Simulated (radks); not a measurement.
Values are calculated unless marked as measured or tabulated.
All-electron atom: Rh13+ in [Ar] 3d10 4s1 4p(1/2: 2, 3/2: 1) (not the ground configuration). Code: a radial shooting solver on a logarithmic mesh with Libxc functionals. Model: Dirac Kohn-Sham, relativistic LDA (MacDonald-Vosko exchange, VWN5 correlation), spin-unpolarised, spherical densities, finite nucleus; Fermi nuclear charge, rms radius 4.4945 fm. Some entries of the table are withheld. Estimate them.

| orbital | occ. | eigenvalue (Ry) | <r^2> (bohr^2) | <r> (bohr) |
|---|---|---|---|---|
| 1s1/2 | 2 | -1704.611 | 0.001448 | (1) |
| 2s1/2 | 2 | -265.6373 | 0.02379 | 0.1419 |
| 2p1/2 | 2 | -247.9465 | 0.01782 | 0.1205 |
| 2p3/2 | 4 | -237.3955 | 0.01915 | 0.1253 |
| 3s1/2 | 2 | (2) | 0.1733 | 0.3891 |
| 3p1/2 | 2 | -57.22974 | 0.1684 | 0.3806 |
| 3p3/2 | 4 | -55.38040 | 0.1775 | 0.3910 |
| 3d3/2 | 4 | -42.96877 | 0.1568 | 0.3629 |
| 3d5/2 | 6 | -42.59779 | 0.1595 | 0.3662 |
| 4s1/2 | 1 | -24.18181 | 0.8648 | 0.8780 |
| 4p1/2 | 2 | -21.75632 | 0.9275 | 0.9067 |
| 4p3/2 | 1 | -21.33220 | 0.9627 | 0.9240 |

Answer. 
(1) 1s1/2 <r> (bohr): 0.03274
(2) 3s1/2 eigenvalue (Ry): -64.20584
